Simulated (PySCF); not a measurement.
# Two-component Hartree-Fock for Cu²⁺ (copper, charge +2)

Start: [Ar] 3d9; 3d3/2 filled at m_j = -3/2, -1/2, +1/2, +3/2; 3d5/2 filled at m_j = -3/2, -1/2, +1/2, +3/2, +5/2. Calculated with PySCF 2.14 in x2c-TZVPall-2c (6s7p4d1f, 54 functions): generalised Hartree-Fock with the X2C-1e Hamiltonian and a Gaussian nucleus; one run each with spin-orbit coupling (SO) switched off, then screened by Boettger's factors.

```csv
spinor shell,electrons,"ε, spin-free (eV)","ε, screened SO (eV)",weight of nominal j (screened SO),"rms radius, screened SO (bohr)"
1s1/2,2,-9073.9,-9073.8,1.000,0.0601
2s1/2,2,-1160.4,-1160.3,1.000,0.254
2p1/2,2,-1000.9,-1015.2,0.999,0.226
3s1/2,2,-166.77,-166.75,1.000,0.763
3p1/2,2,-117.74,-120.78,0.946,0.803
3p3/2,4,-117.74,-116.23,0.973,0.814
3d3/2,4,-39.756,-40.406,0.815,1.02
3d5/2,5,-39.756,-39.243,0.852,1.04
```

(1) Where does 2p3/2 lie, and what is the 2p spin-orbit splitting (screened SO)?

| quantity | spin-free | screened SO |
| --- | --- | --- |
| E (hartree) | -1652.23289 | -1652.27772 |
| M_J | 5/2 | 5/2 |
| ⟨J²⟩ | 8.754 | 8.754 |
| ⟨L²⟩ | 6.003 | 6.005 |
| ⟨S²⟩ | 0.751 | 0.752 |

Each row is a mean over spinors that exchange with the open shell spreads, by up to 7.423 eV (3p3/2).

Rows whose weight is well below 1 are mixtures of j = l ± 1/2: exchange outweighs spin-orbit coupling there, and the label is only the starting occupation.

Without spin-orbit coupling the j labels of p, d and f shells carry no meaning; the spin-free column gives the mean over the occupied spinors of each nl shell.

Answers

(1) At -993.87 eV, 21.366 eV above 2p1/2.
